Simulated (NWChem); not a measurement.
System meant: WF₅ cation; SMILES [F][W+]([F])([F])([F])[F]

Input file for NWChem:

```
start job
memory heap 200 mb stack 900 mb global 1100 mb
charge 1
geometry units angstroms noautoz
  W      0.000000     0.000000     0.000000
  F      0.000000     0.000000    -1.811555
  F      0.000000     0.000000     1.811555
  F      1.725431    -0.462328     0.000000
  F     -0.462328     1.725431     0.000000
  F     -1.263103    -1.263103     0.000000
end
basis spherical
  W library def2-svp
  F library def2-svp
end
ecp
  W library def2-ecp
end
dft
  xc b3lyp
  iterations 4
  mulliken
end
task dft energy
```

End of the output:

```
    Atom       Charge   Shell Charges
 -----------   ------   -------------------------------------------------------
    1 W   14    13.23   0.00  0.04  1.08  0.80  0.31  0.12  5.03  1.27  0.30  2.69  1.00  0.60
    2 F    9     8.97   1.98  1.04  0.75  3.18  2.01  0.01
    3 F    9     8.97   1.98  1.04  0.75  3.18  2.01  0.01
    4 F    9     8.94   1.98  1.04  0.75  3.18  1.99  0.01
    5 F    9     8.94   1.98  1.04  0.75  3.18  1.99  0.01
    6 F    9     8.94   1.98  1.04  0.75  3.18  1.99  0.01

 center of mass
 --------------
 x =   0.00000000 y =   0.00000000 z =   0.00000000

 moments of inertia (a.u.)
 ------------------
         770.018311690248           0.000000000000           0.000000000000
           0.000000000000         770.018311690248           0.000000000000
           0.000000000000           0.000000000000         649.446779532899

     Multipole analysis of the density
     ---------------------------------

     L   x y z        total         alpha         beta         nuclear
     -   - - -        -----         -----         ----         -------
     0   0 0 0      1.000000    -29.000000    -29.000000     59.000000

     1   1 0 0     -0.000000     -0.000000     -0.000000      0.000000
     1   0 1 0      0.000000      0.000000      0.000000      0.000000
     1   0 0 1      0.000000      0.000000      0.000000      0.000000

     2   2 0 0    -31.348229    -92.588763    -92.588763    153.829297
     2   1 1 0     -0.000000     -0.000000     -0.000000      0.000000
     2   1 0 1      0.000000      0.000000      0.000000      0.000000
     2   0 2 0    -31.348229    -92.588763    -92.588763    153.829297
     2   0 1 1     -0.000000     -0.000000     -0.000000      0.000000
     2   0 0 2    -33.678535   -122.312736   -122.312736    210.946937

 ------------------------------------------------------------------------
 dft energy failed                                                                                  0
 ------------------------------------------------------------------------
 ------------------------------------------------------------------------
  current input line :
    24: task dft energy
 ------------------------------------------------------------------------
 ------------------------------------------------------------------------
 This type of error is most commonly associated with calculations not reaching convergence criteria
 ------------------------------------------------------------------------
 For more information see the NWChem manual at https://nwchemgit.github.io

0:dft energy failed:Received an Error in Communication
```

What is wrong, and how is it mended?

Convergence was not reached. Cause: the SCF was allowed too few iterations. This input runs:
```
start job
memory heap 200 mb stack 900 mb global 1100 mb
charge 1
geometry units angstroms noautoz
  W      0.000000     0.000000     0.000000
  F      0.000000     0.000000    -1.811555
  F      0.000000     0.000000     1.811555
  F      1.725431    -0.462328     0.000000
  F     -0.462328     1.725431     0.000000
  F     -1.263103    -1.263103     0.000000
end
basis spherical
  * library def2-svp
end
ecp
  W library def2-ecp
end
dft
  xc b3lyp
  iterations 150
  mulliken
end
task dft energy
```
It converges to -565.80815 Ha (B3LYP/def2-SVP with def2 effective core potentials on W).
